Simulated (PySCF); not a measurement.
# Bond curve of TlO

Set-up: basis Tl def2-SVPD with ECP60, O def2-SVPD; scalar-relativistic core potentials; PySCF 2.14. Energies in eV from Tl + O in their ground configurations at the same level. State: ²Π (doublet), unpaired electrons π ↑.

```csv
R (Å),UHF-CCSD(T)
2.004,-2.634
2.093,-2.894
2.160,-2.988
2.227,-3.018
2.294,-2.999
2.383,-2.920
2.494,-2.762
2.628,-2.524
```

Put a parabola through the three lowest points of the UHF-CCSD(T) curve and estimate Re, k and ωe (reduced mass 14.84 u; 1 eV/Å² = 0.16022 mdyn/Å; ωe = 1302.8·√(k/μ) cm⁻¹).

Through R = 2.16, 2.227, 2.294 Å the second-order coefficient is 5.46 eV/Å², so Re ≈ 2.235 Å, k ≈ 1.75 mdyn/Å and ωe ≈ 447 cm⁻¹. A polynomial fit of higher order to the unrounded UHF-CCSD(T) energies gives Re = 2.232 Å, k = 1.69 mdyn/Å, ωe = 440 cm⁻¹; anharmonicity and rounding make the difference.

The higher-order fit for each curve: UHF-CCSD(T): Re = 2.232 Å, ωe = 440 cm⁻¹, De = 3.02 eV.

Correlated steps freeze 5 core orbitals. Correlated levels converge slowly with the basis: in double zeta they bind strong bonds too weakly, by up to about 1 eV, and carry superposition errors of some tenths. These are scalar-relativistic numbers at best; spin–orbit coupling would shift them, the dissociation energy most. The state is the lowest determinant that a PBE0 search found; another state may lie lower at other levels.
